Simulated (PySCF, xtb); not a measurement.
Sn(H)2(OH)(OMe) (CH6O2Sn), SMILES C[O][SnH2][OH].

GFN2-xTB in xtb at its own geometry gives an orbital gap of 5.12 eV and a dipole moment of 2.14 D.

Geometry: B3LYP-D3(BJ)/def2-SVP. The structure was generated by enumeration; whether it is a known compound was not checked. The def2 effective core potentials stand for the cores of Sn; spin–orbit coupling is left out. Other conformers were not sampled.

Question: What does PySCF with CAM-B3LYP/def2-TZVP give? (An estimate is asked for; the answer gives what the named calculation found.)

Answer: gap 9.47 eV (levels -9.13 and 0.34 eV), dipole 0.81 D.
